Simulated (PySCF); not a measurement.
# Circular dichroism: `CC[C@H]1CO[C@H](F)C1`, C6H11FO

Geometry (Å), atoms numbered from 1 in this order:
```xyz
19

C     2.4663   -0.0145   -0.2594
C     1.2996    0.3032    0.6687
C    -0.0378    0.2970   -0.0647
C    -0.4647   -1.0917   -0.5752
O    -1.8710   -1.2172   -0.3418
C    -2.3691   -0.0303    0.1214
F    -2.8033    0.7537   -0.9479
C    -1.2262    0.6943    0.8203
H     3.4058    0.0333    0.2857
H     2.5079    0.7022   -1.0764
H     2.3643   -1.0109   -0.6818
H     1.2706   -0.4228    1.4846
H     1.4493    1.2922    1.1076
H     0.0139    0.9878   -0.9112
H    -0.2700   -1.2198   -1.6429
H     0.0266   -1.8985   -0.0220
H    -3.2657   -0.2136    0.7236
H    -1.1124    0.2977    1.8291
H    -1.3939    1.7671    0.8632
```

Computed, not measured: TDDFT B3LYP/def2-SVPD circular dichroism and optical rotation, one conformer, gas phase in PySCF 2.14.0. Geometry: GFN2-xTB.

The molecule is flexible and this is one conformer; a measurement averages over conformers. States above about 8.0 eV (minus the energy of the highest occupied orbital) lie near or above the ionisation threshold and depend on the basis.

Question: What are the CIP labels of the stereocentres?

Answer: C3 R, C6 R.

Question: List the lowest 12 singlet excitations with oscillator and rotatory strengths.

Answer: Rotatory strengths R in 10⁻⁴⁰ esu² cm², velocity form and length form (origin at the centre of mass); f in length form.
```tsv
state	E (eV)	λ (nm)	f	R (velocity)	R (length)	main
1	7.49	166	0.004	-1.4	-1.9	HOMO→LUMO 0.88
2	7.85	158	0.002	-6.2	-5.9	HOMO→LUMO+1 0.89
3	8.14	152	0.016	+2.7	+2.7	HOMO→LUMO+2 0.92
4	8.22	151	0.003	-10.7	-9.9	HOMO−1→LUMO 0.88
5	8.25	150	0.011	-8.5	-8.4	HOMO→LUMO+3 0.91
6	8.54	145	0.006	-4.1	-3.8	HOMO−1→LUMO+1 0.80, HOMO−2→LUMO 0.13
7	8.60	144	0.015	+33.7	+32.8	HOMO−2→LUMO 0.83, HOMO−1→LUMO+1 0.10
8	8.66	143	0.019	+21.1	+21.0	HOMO→LUMO+4 0.90
9	8.84	140	0.008	-21.1	-20.7	HOMO−1→LUMO+2 0.85
10	8.91	139	0.007	+14.0	+14.2	HOMO−3→LUMO 0.74, HOMO−1→LUMO+3 0.15
11	8.94	139	0.005	+6.1	+5.4	HOMO−1→LUMO+3 0.69, HOMO−2→LUMO+1 0.11
12	8.98	138	0.008	+5.6	+5.9	HOMO−2→LUMO+1 0.80
```

Among the states computed, the strongest CD band (largest |R|) is state 7. The largest dissymmetry factor in size, g = 4R/(D+G), with D and G the electric and magnetic dipole strengths, is -0.042 for state 4 (velocity form, f = 0.003), among bands with |R| over 0.5. The mirror image has the same energies and oscillator strengths and all R with the opposite sign.
